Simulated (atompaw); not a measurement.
Cutoff test, gold, PAW (atompaw)

```
Element                 : gold (Au)
Generator               : atompaw 4.2.0.5
Type                    : PAW
Functional              : PBE
Relativity              : scalar-relativistic
Frozen core             : [Kr] 4d10 4f14
Valence charge          : 19
Reference configuration : 5s2 5p6 5d10 6s1 6p0
Partial waves           : 5s (bound): rc 1.35 bohr; 6s (bound): rc 1.45 bohr; 5p (bound): rc 1.40 bohr; 6p (bound, empty): rc 1.95 bohr; 5d (bound): rc 2.05 bohr; 5d channel at 0.75 Ry: rc 2.05 bohr
Local potential         : ultrasoft scheme with l = 3 at 0 Ry, radius 1.90 bohr
Core correction         : smooth core density matched at 1.35 bohr
Augmentation charge     : sinc compensation charge, radius 1.75 bohr; PAW radius 2.05 bohr; waves and projectors: custom rrkj gramschmidtortho
```

The pseudo-atom Hamiltonian at the reference potential is diagonalised in spherical Bessel functions j_l(qr) that vanish at 20 bohr, with q² up to the cutoff. All-electron valence levels (Ry): 5s -7.9650, 6s -0.4235, 5p -4.3939, 6p -0.0566, 5d -0.5055.

Problem. How do the lowest levels (Ry) of each channel move with the cutoff, and are there ghosts?

Solution.

```
cutoff (Ry)     s #1     s #2     p #1     p #2     d #1    d #2    f #1  Σ f·Δε (mRy)
          8  -7.1435  -0.2955  -3.9183  -0.0126  -0.1728  0.0703  0.1145        7951.0
         15  -7.7926  -0.3738  -4.2458  -0.0231  -0.4534  0.0683  0.1145        1804.4
         30  -7.9621  -0.4158  -4.3678  -0.0522  -0.5050  0.0680  0.1145         175.2
         45  -7.9644  -0.4231  -4.3931  -0.0561  -0.5054  0.0680  0.1145           7.1
         70  -7.9649  -0.4235  -4.3937  -0.0565  -0.5055  0.0680  0.1145           1.7
        100  -7.9650  -0.4235  -4.3938  -0.0565  -0.5055  0.0680  0.1145           0.5
        400  -7.9650  -0.4235  -4.3939  -0.0565  -0.5055  0.0680  0.1145           0.0
```

Result: no extra level below or beside the all-electron valence levels (s, p, d, f tested); 10 mRy is reached at 45 Ry and 1 mRy at 80 Ry.
